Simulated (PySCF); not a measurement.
# H3NbS, singlet: molecular constants

All numbers come from PBE0 in PySCF with Nb def2-TZVP with ECP28, S def2-TZVP, H def2-TZVP; scalar-relativistic core potentials, no spin–orbit coupling; density-fitted integrals.

The structure is a minimum.

```xyz
5
charge 0 multiplicity 1, angstrom
Nb    0.0000    0.4217    0.2984
S     0.0000   -1.2916   -0.9141
H     1.4957    0.2020    1.2009
H    -1.4957    0.2020    1.2009
H     0.0000    1.6986   -0.9136
```

* Point group: C3v
* Bond lengths: Nb–H 1.761 Å (×3), Nb–S 2.099 Å
* Bond angles: H–Nb–H 116.3° (×3), H–Nb–S 101.2° (×3)
* Principal quadrupole moments (Buckingham, traceless) about the centre of mass: -2.16, -2.16, 4.32 D Å
* Atomisation energy without zero-point energy: 1347 kJ/mol
* Principal polarisabilities: 55.3, 55.3, 79.8 bohr³
* Zero-point energy: 55.0 kJ/mol
* Heat capacity Cp at 298.15 K: 59.0 J/(mol K)
* Dipole moment: 2.23 D
* Lowest empty level: -2.95 eV
* Highest occupied level: -8.49 eV
* Rotational symmetry number: 3
* Enthalpy at 298.15 K above 0 K: 12.48 kJ/mol
* Rotational constants: 1.869, 0.1511, 0.1511 cm⁻¹
* Entropy at 298.15 K and 1 bar: 268.8 J/(mol K)

Harmonic modes (masses in u: Nb 92.906, S 31.972, H 1.008):
```json
{"symmetry": "e", "ω (cm⁻¹)": "493", "IR (km/mol, summed over degenerate members)": "9.9", "μ (u)": "1.07"}
{"symmetry": "a1", "ω (cm⁻¹)": "538", "IR (km/mol, summed over degenerate members)": "5.7", "μ (u)": "1.85"}
{"symmetry": "a1", "ω (cm⁻¹)": "663", "IR (km/mol, summed over degenerate members)": "168", "μ (u)": "2.20"}
{"symmetry": "e", "ω (cm⁻¹)": "746", "IR (km/mol, summed over degenerate members)": "173", "μ (u)": "1.02"}
{"symmetry": "e", "ω (cm⁻¹)": "1832", "IR (km/mol, summed over degenerate members)": "613", "μ (u)": "1.03"}
{"symmetry": "a1", "ω (cm⁻¹)": "1848", "IR (km/mol, summed over degenerate members)": "168", "μ (u)": "1.01"}
```

In C3v the vibrations span 3e + 3a1.

Charges (e):
```tsv
atom	Mulliken	Löwdin	polar tensor	Mayer order to Nb1
Nb1	0.65	-0.01	1.30	–
S2	-0.33	0.22	-0.43	2.42
H3,4,5	-0.11	-0.07	-0.29	0.96
```

Mulliken populations on Nb1 (electrons outside its core potential): s 2.59, p 6.44, d 3.29, f 0.03.

Stability towards spin polarisation was not tested. Only a few start shapes were tried, so a lower isomer may exist.

The final relaxation and frequency run took 46 s on 2 threads of a shared Arm Neoverse N1 host, with 95 basis functions and 11 gradients; the process peaked at 1.3 GiB.
